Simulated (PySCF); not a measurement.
Members of the series GeXY, Y = fluoro; each row names its spin state. All species are isolated molecules in the gas phase. One relaxed conformer stands for each flexible species; it need not be the lowest. Strings in code marks are SMILES.

The dipole moment from two functionals at the same geometries (B3LYP-D3(BJ)/def2-TZVP), both in PySCF: PBE-D3(BJ)/def2-TZVP and B3LYP-D3(BJ)/def2-TZVP. B3LYP has the VWN-RPA correlation part, as in Gaussian. 

```
species                                                                PBE-D3(BJ)/def2-TZVP (D)  B3LYP-D3(BJ)/def2-TZVP (D)
---------------------------------------------------------------------  ------------------------  --------------------------
X = fluoro, multiplicity 3 (`[F][Ge][F]` (excited triplet))                                1.65                        1.91
X = chloro, multiplicity 1 (`[F][Ge][Cl]` (lower singlet))                                 2.20                        2.44
X = chloro, multiplicity 3 (`[Ge]([F])[Cl]` (excited triplet))                             1.37                        1.59
X = silyl, multiplicity 1 (`[F][Ge][SiH3]` (lower singlet))                                1.69                        1.91
X = silyl, multiplicity 3 (`[SiH3][Ge][F]` (excited triplet))                              2.34                        2.60
X = cyano, multiplicity 3 (`N#[C][Ge][F]` (excited triplet))                               2.82                        3.07
X = isocyano, multiplicity 1 (`[N+]([Ge][F])#[C-]` (lower singlet))                        3.52                        3.60
X = isocyano, multiplicity 3 (`[N+]([Ge][F])#[C-]` (excited triplet))                      2.15                        2.63
X = H, multiplicity 1 (`[GeH][F]` (lower singlet))                                         1.79                        2.01
X = H, multiplicity 3 (`[GeH][F]` (excited triplet))                                       1.78                        2.00
```

Over these rows, drawn at random from the members with no instability flagged (it was tested for open shells, ions and some series alone), PBE minus B3LYP-D3(BJ): mean -0.25 D, from -0.48 D to -0.08 D.
